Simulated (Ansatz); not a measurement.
C₂H₇GaSi (`[CH2]1[SiH2][CH2][GaH]1`). The species carries charge 0 and has multiplicity 1. Geometry: relaxed with PBE0-D4/def2-TZVP.

```xyz
11

C    -1.039    0.221    0.914
Si   -0.405   -1.017   -0.360
C     0.982    0.092   -0.996
Ga    0.724    1.145    0.689
H    -1.379   -0.122    1.890
H    -1.822    0.860    0.488
H    -1.394   -1.485   -1.374
H     0.163   -2.215    0.323
H     0.643    0.702   -1.842
H     1.949   -0.335   -1.256
H     1.579    2.154    1.523
```

(1) What is the dipole moment at ωB97M-V/def2-TZVPP? (Best estimate.)

(2) And with PBE, r2SCAN, B3LYP? (Estimate.)

(3) Give the Mulliken charges with ωB97M-V, r2SCAN, PBE in def2-TZVPP. (An estimate is asked.)

Answers

(1) The calculation gave: 1.10 D, with components (0.23, 1.06, 0.17) D in this frame, pointing from negative to positive charge.

(2) The calculation gave: PBE 1.01 D, r2SCAN 1.04 D, B3LYP 1.01 D.

(3) The calculation gave: 
| atom | ωB97M-V | r2SCAN | PBE |
| --- | --- | --- | --- |
| C1 | -0.50 | -0.40 | -0.34 |
| Si2 | 0.28 | 0.37 | 0.25 |
| C3 | -0.50 | -0.40 | -0.34 |
| Ga4 | 0.32 | 0.31 | 0.23 |
| H5 | 0.13 | 0.09 | 0.10 |
| H6 | 0.12 | 0.09 | 0.09 |
| H7 | -0.05 | -0.10 | -0.08 |
| H8 | -0.04 | -0.09 | -0.08 |
| H9 | 0.12 | 0.09 | 0.09 |
| H10 | 0.13 | 0.09 | 0.10 |
| H11 | 0.01 | -0.04 | -0.02 |

B3LYP here is the variant with VWN-RPA as its local correlation; programs differ in this.

Computed with Ansatz.
